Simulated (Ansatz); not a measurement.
How methods differ on CH2GeN (SMILES N#[C][GeH2])

CH2GeN has 5 atoms, charge 0, and is taken as a doublet. SMILES: `N#[C][GeH2]`. The shape was relaxed beforehand at wB97X-V/def2-SVP.

Each level gives the adiabatic electron affinity (to the singlet anion, shapes relaxed at wB97X-V/def2-SVP, no zero-point term) (eV). The values are calculated.

The electron affinity is E(neutral) − E(anion): positive where the electron is bound.

```tsv
level	kind	program	value (eV)	less CCSD(T)/def2-TZVPP	CPU time (all runs)
UHF/def2-TZVPP	Hartree–Fock	Ansatz	1.43	-0.97	23 s
UPBE/def2-TZVPP	GGA	Ansatz	2.48	+0.08	9.5 s
U-r2SCAN/def2-TZVPP	meta-GGA	Ansatz	2.44	+0.04	25 s
UB3LYP/def2-TZVPP	global hybrid	Ansatz	2.59	+0.19	16 s
U-wB97M-V/def2-TZVPP	range-separated hybrid	Ansatz	2.51	+0.11	51 s
UMP2/def2-TZVPP	perturbation theory	Ansatz	2.43	+0.03	18 s
UCCSD(T)/def2-TZVPP	coupled cluster or CI	Ansatz	2.40	0.00	4.9 min
```

UCCSD(T)/def2-TZVPP is the highest level here, not the true value. All-electron rows without a relativistic Hamiltonian named are non-relativistic. The values span 1.43 to 2.59 eV. In the correlated wave-function rows the outer d shell of Ge is correlated, in sets not made for it. CPU times are rough (shared hosts, several kinds of processor and program).
